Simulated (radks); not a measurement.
Hg2+, 78 electrons, occupied as [Xe] 4f14 5d7.5 6p2.5 (fractional occupations, a model configuration). Calculated with a radial shooting solver on a logarithmic mesh with Libxc functionals: scalar-relativistic Kohn-Sham, BLYP, spin-unpolarised, spherical densities, finite nucleus; Fermi nuclear charge, rms radius 5.4648 fm.

Normalised radial functions P(r) = r R(r), r in bohr:

```
   r/bohr * 4f, o 6p (the largest magnitude, 1.44, reaches the edge; | marks zero, & curves that meet)
 0.003326                             &
 0.004507                             &
 0.006108                             &
 0.008279                             &
  0.01122                             *o
  0.01521                             *o
  0.02061                             * o
  0.02771                             * o
  0.03755                             * o
  0.05089                             |*o
  0.06897                             o *
  0.09347                           o |   *
   0.1267                          o  |       *
   0.1717                           o |              *
   0.2327                             |o                    *
   0.3128                             |   o                      *
    0.424                             | o                        *
   0.5746                          o  |                     *
   0.7787                       o     |             *
    1.055                         o   |     *
     1.43                             | * o
    1.939                             *          o
    2.627                             *            o
    3.532                             *        o
    4.787                             *   o
    6.488                             *o
    8.793                             &
```

4f: eigenvalue -129.42 eV, 0 radial nodes, <r> = 0.482 bohr, 90 % of the charge inside 0.771 bohr. 6p: eigenvalue -19.044 eV, 4 radial nodes at r = 0.0714, 0.205, 0.491, 1.23 bohr, <r> = 2.75 bohr, 90 % of the charge inside 3.98 bohr.
